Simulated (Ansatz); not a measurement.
`CBC[SiH2]F`, relaxed with RKS PBE0-D4/def2-TZVP in Ansatz from a PBE-D4/def2-SVP geometry. The force threshold is 0.005 eV/Å; the program also tests the step.

Total charge 0; spin multiplicity 1.

Start:

```xyz
13

C    -1.645   -0.912    0.650
B    -0.431   -0.861   -0.335
C     0.104    0.462   -0.967
Si    1.601    0.987    0.051
F     1.226    0.859    1.651
H    -2.183   -1.881    0.662
H    -2.365   -0.074    0.560
H    -1.175   -0.816    1.661
H     0.209   -1.885   -0.542
H    -0.620    1.304   -0.987
H     0.540    0.307   -1.979
H     1.965    2.421   -0.214
H     2.774    0.090   -0.212
```

How much energy does the relaxation release, and in how many steps? (An estimate is asked.)

Computed: 1.77 kcal/mol, in 20 steps.

Which bonds change most? (An estimate is asked.)

Ansatz gave: Si4–F5 from 1.648 to 1.604 Å; B2–H9 from 1.225 to 1.204 Å; C1–H8 from 1.119 to 1.099 Å; C3–Si4 from 1.885 to 1.865 Å.

Give the relaxed structure. (Estimate.)

Computed: 
```xyz
13

C    -1.598   -0.938    0.687
B    -0.420   -0.879   -0.330
C     0.118    0.438   -0.942
Si    1.578    1.044    0.047
F     1.156    1.217    1.585
H    -2.329   -1.698    0.390
H    -2.116    0.007    0.859
H    -1.205   -1.292    1.650
H     0.148   -1.903   -0.607
H    -0.608    1.258   -0.962
H     0.547    0.299   -1.943
H     2.027    2.373   -0.436
H     2.702    0.076    0.001
```
